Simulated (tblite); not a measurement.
Species: C3H10OSSi2.
Numbering: `[O:1]=[SH:2]/[CH:3]=[CH:4]/[CH:5]([SiH3:6])[SiH3:7]` (hydrogens: H8 on S2; H9 on C3; H10 on C4; H11 on C5; H12, H13, H14 on Si6; H15, H16, H17 on Si7)

The geometry is computed with GFN2-xTB (gas phase).

Task: Give the optimised bond lengths and angles.

Result: 
```tsv
bond	length (Å)
O1=S2	1.463
S2–C3	1.811
C3=C4	1.322
C4–C5	1.480
C5–Si6	1.918
C5–Si7	1.907
S2–H8	1.426
C3–H9	1.076
C4–H10	1.086
C5–H11	1.094
Si6–H12 and 5 like bonds	1.464
```

Bonds in one row agree within 0.01 Å and their mean is given. A selection of angles:
```tsv
angle	degrees
O1–S2–C3	106.6
O1–S2–H8	104.7
C3–S2–H8	91.1
S2–C3–C4	120.0
S2–C3–H9	114.1
C4–C3–H9	125.8
C3–C4–C5	127.0
C3–C4–H10	116.2
C5–C4–H10	116.7
C4–C5–Si6	107.4
C4–C5–Si7	114.2
C4–C5–H11	107.9
Si6–C5–Si7	113.3
Si6–C5–H11	105.9
Si7–C5–H11	107.7
C5–Si6–H12	109.3
C5–Si6–H13	108.4
H12–Si6–H13	109.9
H13–Si6–H14	110.7
C5–Si7–H17	111.2
```

Torsions: O1–S2–C3–C4 -6° (synperiplanar); S2–C3–C4–C5 -176° (antiperiplanar); C3–C4–C5–Si6 94° (anticlinal). The mirror-image conformer, all signs reversed, is as good.

Of the pairs four or more bonds apart, O1···H10 is among the closest relative to their van der Waals radii: 2.38 Å, 88 % of the sum of Bondi's values. Si6 (SiH3 silicon) is tetrahedral (angles from 108.4° to 110.7°). The C–C distances run from 1.322 Å (C3=C4, drawn double) to 1.480 Å (C4–C5, drawn single), a spread of 0.158 Å. S2 (sulfinyl sulfur) is pyramidal (angles 106.6°, 104.7° and 91.1°, sum 302.5°, 0.70 Å off the plane of its three neighbours).

Point group: C1 (no symmetry element, even within 0.4 Å). Its GFN2-xTB frequencies are all real (lowest 35 cm⁻¹). The numbers are those of one conformer.
